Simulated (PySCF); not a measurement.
# Electron correlation in Fe³⁺ (iron, charge +3)

[Ar] 3d5, high-spin 6S determinant. Computed with PySCF 2.14 in x2c-TZVPPall with one added diffuse shell each of s, p, d, f type (7s6p5d3f1g, 80 functions), with scalar relativity by spin-free X2C-1e. Frozen: [Ar]; 5 electrons correlated.

```json
{"level": "CCSD", "correlation energy (mhartree)": "-68.60"}
{"level": "(T)", "correlation energy (mhartree)": "-0.44"}
{"level": "CCSD(T)", "correlation energy (mhartree)": "-69.04"}
```

Diagnostics: T1 = 0.0025, D1 = 0.0035, largest double amplitude 0.014.

Cost of the coupled-cluster step: of the order of 5 core-seconds, for 5 correlated electrons.
